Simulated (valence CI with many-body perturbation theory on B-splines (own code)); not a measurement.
The numbers below are computed, except where a source is named.
**A CI+MBPT run for Gd33+**

The program does CI of the valence electrons with many-body perturbation theory for a frozen closed Dirac-Fock core.

Command, and the settings that its task file holds:

```sh
python run_cv.py task.json out
```

```
atom Gd  Z=64  mass_number=158  rms_radius_fm=5.1569
core [Ar] 3d10
valence 4s2 4p1
avg = 1
basis = S
breit = 1
cap = 10000
capref = 1200
cscale = 1
de = 0.0
dress = 0
eps = 2e-08
h = 0.27
hh = 1
l2 = 3
lcore = 6
maxit = 60
n2 = 5
natural = 1
nlev = 20
nno = [3, 3, 3, 2, 1]
nroot = 26
nsp = [3, 3, 2, 1, 0]
pt2 = 1
qed = 1
rmax = 0.36
rpa = 1
s1 = 1
s2 = 1
s3 = 1
screen = 1
tol = 2e-05
```

Log. The first blocks belong to the next ion, which gives the ionisation energy. Fields: 2J, parity (1 odd), roots, reference size, generating configurations, candidates as configurations/state functions, variational space P, stored matrix elements, Davidson steps; e2 is the range of second-order energies in hartree. The first line gives the box (bohr), its intervals, the orbitals and the steps of their self-consistent field. Window is the range of levels sought, series limit the energy at which the first omitted orbital would enter, core excitation an estimate of the first excitation out of the core, left out the lowest levels not solved, and shifts from estimates the range by which levels moved from their first estimate, all in cm⁻¹.

```
rmax 0.4 intervals 49 orbitals 33 references ['4s2 4p', '4f3', '4d 4f2'] scf 2 t 1.4
2J=8 par=0 roots 2 ref 17 generators 3 cand 122/122 P 85/85 nnz 0 it 0
2J=8 par=0 roots 2 ref 17 generators 3 cand 54/54 P 93/93 nnz 0 it 0
   second order: generators 3 cand 46/46 e2 -0.00000 -0.00000
2J=4 par=0 roots 2 ref 35 generators 3 cand 194/194 P 128/128 nnz 0 it 0
2J=4 par=0 roots 2 ref 35 generators 3 cand 101/101 P 162/162 nnz 0 it 0
   second order: generators 3 cand 67/67 e2 -0.00000 -0.00000
```

Question: What became of the run, and why?

Answer: It gave no result. The program said: "need at least one array to concatenate".
